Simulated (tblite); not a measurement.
Species: C3H8F2Si.
SMILES with atom numbers: `[CH3:1][CH2:2][CH2:3][SiH:4]([F:5])[F:6]` (hydrogens: H7, H8, H9 on C1; H10, H11 on C2; H12, H13 on C3; H14 on Si4)

The geometry is computed with GFN2-xTB (gas phase).

What internal coordinates does the optimisation give?

```
               bond  length (bohr)
              C1–C2          2.879
              C2–C3          2.894
             C3–Si4          3.565
     Si4–F5, Si4–F6          3.026
C1–H7, C1–H8, C1–H9          2.056
     C2–H10, C2–H11          2.063
     C3–H12, C3–H13          2.066
            Si4–H14          2.728
```

Bonds in one row agree within 0.02 bohr and their mean is given. A selection of angles:
```
     angle  degrees
  C2–C1–H7    110.5
  H7–C1–H8    108.4
  C1–C2–C3    111.5
 C1–C2–H10    109.3
 C3–C2–H10    109.5
H10–C2–H11    107.6
 C2–C3–Si4    113.9
 C2–C3–H12    108.7
Si4–C3–H12    110.2
H12–C3–H13    106.2
 C3–Si4–F5    109.9
C3–Si4–H14    119.2
 F5–Si4–F6    101.9
F5–Si4–H14    107.2
```

Dihedral angles: C1–C2–C3–Si4 -178° (antiperiplanar); C2–C3–Si4–F5 62° (synclinal). The mirror-image conformer, all signs reversed, is as good.

Si4 (fluorine-bound silicon) is distorted tetrahedral (angles from 101.9° to 119.2°).

Point group: C1 (no symmetry element, even within 0.4 Å). Its GFN2-xTB frequencies are all real (lowest 44 cm⁻¹). One conformer, not necessarily the lowest. 3 starts were optimised and ended at 0.00, 0.37 and 0.56 kcal/mol (GFN2-xTB); the lowest of these is shown.

Time: 0.76 s. Hardware: an Arm Neoverse N1 with one thread, no GPU (shared host). These figures are those of the optimisation.
